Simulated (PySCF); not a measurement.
ClH₂NS₂W, SMILES [Cl][W](=[S])(=[S])[NH2], multiplicity 1. Geometry: PBE-D3(BJ)/def2-SVP. The multiplicity is an assumed one; no other spin state was optimised. The structure was generated by enumeration; whether it is a known compound was not checked. The def2 effective core potentials stand for the cores of W; spin–orbit coupling is left out. The values are those of a single conformer.

Computed equilibrium geometry at PBE-D3(BJ)/def2-SVP (PySCF confirms it by a frequency run) as bond lengths and angles, and its point group (one conformer of several):
point group Cs.
Atoms: W1 S2 S3 Cl4 N5 H6 H7. Bond lengths (Å): W1–S2 2.149, W1–S3 2.149, W1–Cl4 2.293, W1–N5 1.930, N5–H6 1.026, N5–H7 1.026. Angles (°): S2–W1–S3 110.4, S2–W1–Cl4 110.1, S2–W1–N5 107.4, S3–W1–Cl4 110.1, S3–W1–N5 107.4, Cl4–W1–N5 111.1, W1–N5–H6 123.9, W1–N5–H7 123.9, H6–N5–H7 111.5.
Charge 0, spin multiplicity 1.
